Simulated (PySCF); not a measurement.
# Al²⁺ (aluminium, charge +2) across methods

[Ne] 3d1, 2D determinant (an excited configuration). All numbers are calculated (PySCF 2.14, the spin-free X2C one-electron Hamiltonian (Gaussian nucleus), in dyall-acv3z (19s12p6d4f, 113 functions)).

```
 method  E (hartree)  mean ε 2p α (eV)  mean ε 2p β (eV)  mean ε 3d α (eV)  Σ⟨r²⟩ (bohr²)   ⟨S²⟩
  B3LYP    -241.4081           -98.198           -98.161           -12.779          15.50  0.750
   PBE0    -241.2773           -99.047           -98.995           -12.790          15.75  0.750
wB97X-V    -241.3474           -100.98           -100.95           -14.351          15.69  0.750
    LDA    -240.3226           -94.371           -94.314           -12.016          15.62  0.750
   PW91    -241.3733           -94.431           -94.374           -12.310          15.54  0.750
    PBE    -241.2601           -94.249           -94.193           -12.305          15.55  0.750
 r2SCAN    -241.3686           -96.023           -95.989           -12.147          15.81  0.750
    UHF   -240.94606           -112.21           -112.17           -13.925          16.63  0.750
```

The outer electron is Rydberg-like, and this basis confines it to a smaller radius and binds it less than a complete one would.
